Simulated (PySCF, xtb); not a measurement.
H₈N₂Si₂, SMILES N[SiH2][SiH2]N.

GFN2-xTB (xtb) at its own geometry gives an orbital gap of 4.29 eV and a dipole moment of 2.31 D.

Geometry: PBE0-D3(BJ)/def2-SVP. The values are those of a single conformer.

Q: What does PBE/def2-TZVP in PySCF give? (Estimate from the structure and the level; the computed values follow.)

A: gap 4.73 eV (levels -5.75 and -1.02 eV), dipole 2.06 D.
